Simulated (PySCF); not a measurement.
Structure with atom numbers: `[CH:1]#[C:2][C:3](=[O:4])[O:5][Si@@H:6]([CH3:7])[CH:8]=[CH2:9]`; H(Xn) means a hydrogen on atom n. Ha(C9) is cis to Si6; Hb(C9) is trans to Si6.

Non-relativistic Hamiltonian, a single conformation, no solvent model, rapidly exchanging positions averaged. NMR shieldings at PBE0/pcSseg-1/GIAO; GFN2-xTB geometry; PySCF 2.14.

Chemical shifts δ = σref − σ; 13C and 1H and 29Si vs TMS; 17O vs H2O, all at this level.

```
 atoms  nucleus  count  Hirshfeld charge  δ (ppm)
    C7      13C      1             -0.21     -3.4
Ha(C9)       1H      1              0.05        ?
    C8      13C      1             -0.14        ?
    C3      13C      1              0.22    158.2
 H(C1)       1H      1              0.11        ?
    O4      17O      1             -0.24    473.6
    C1      13C      1             -0.06     82.0
    O5      17O      1             -0.18        ?
   Si6     29Si      1              0.43     -9.0
 H(C8)       1H      1              0.04     6.77
    C2      13C      1             -0.05        ?
 H(C7)       1H      3              0.05     0.36
Hb(C9)       1H      1              0.05     6.49
    C9      13C      1             -0.08    142.1
H(Si6)       1H      1             -0.08     5.53
```

Fill in the missing shifts.

## Answers


- C8: 143.7 ppm, alkene CH; an sp2 carbon of a C=C bond
- C2: 80.4 ppm, alkyne carbon; the triple bond shields along its axis, which puts it between sp3 and sp2 carbons
- Ha(C9): 5.95 ppm, hydrogen on a terminal =CH2 carbon; olefinic region
- H(C1): 2.28 ppm, hydrogen on a terminal alkyne carbon; it lies on the axis of the triple bond, in its shielding cone
- O5: 219.6 ppm, oxygen bonded to C, Si

Shifts are as computed. Against solution values, carbons near 30 ppm lie about +3 ppm off and those near 130 ppm about +5 ppm. Of 1309 compounds with measured shifts, 239 miss one by over three times the rms of a fit or turn the order of signals round; such compounds aren't used in these exercises. Unscaled 17O shifts of doubly bonded oxygen tend to come out too high, by tens of ppm or more. Experimental scales use liquid or dissolved standards, which lie at an offset from isolated H2O (liquid H2O: subtract about 36 ppm).
